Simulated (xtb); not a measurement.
1-bromo-1,1-difluoroethane (C2H3BrF2), SMILES CC(F)(F)Br. All values are semi-empirical tight-binding results from xtb (GFN2-xTB unless named), good for trends rather than for accurate numbers. Coordinates come from a GFN2-xTB optimisation.

Optimised geometry:

Bonds (Å): C1–C2 1.506, C1–H6 1.087, C1–H7 1.087, C1–H8 1.090, C2–F3 1.341, C2–F4 1.341, C2–Br5 1.977. Angles (°): C2–C1–H6 109.6, C2–C1–H7 109.6, C2–C1–H8 108.9, H6–C1–H7 109.7, H6–C1–H8 109.5, H7–C1–H8 109.5, C1–C2–F3 112.1, C1–C2–F4 112.1, C1–C2–Br5 111.6, F3–C2–F4 106.3, F3–C2–Br5 107.2, F4–C2–Br5 107.2.
Charge 0, spin multiplicity 1.

Computed properties:
| Quantity | Result |
|---|---|
| point group as xtb finds it | Cs |
| orbital gap | 4.93 eV |
| zero-point energy | 30.1 kcal/mol |
| G − E(el) at 298.15 K (modified RRHO) | 11.1 kcal/mol |
| static polarisability (D4 model) | 49.5 bohr³ |
| solvation energy, GFN2-xTB/ALPB(water) | -1.7 kcal/mol |
| solvation energy, GFN2-xTB/ALPB(benzene) | -3.7 kcal/mol |

Computed atomic charges and the Wiberg bond orders between heavy atoms:
charges (e) C1 -0.13, C2 0.39, F3 -0.20, F4 -0.20, Br5 -0.13, H6 0.09, H7 0.09, H8 0.09. Bond orders C1–C2 1.00, C2–F3 0.97, C2–F4 0.97, C2–Br5 0.90.
